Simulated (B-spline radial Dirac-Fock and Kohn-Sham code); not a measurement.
Level of theory: Dirac-Fock energy differences between relaxed states, corrected for Breit and QED terms; a B-spline atomic structure program. Free neutral atoms.

**Question.** Order these X-ray lines by photon energy, lowest first.
A. Gd Mγ
B. Co Lβ4
C. Re Mζ2
D. Zn Lβ4
E. Cu Lβ6
F. Cr Lβ3

**Answer.** F (652.6 eV), B (865.1 eV), E (932.3 eV), D (1106.3 eV), A (1402.4 eV), C (1425.4 eV).

Values without a named source are computed, but for edge energies of neutral atoms, which are taken from tables.
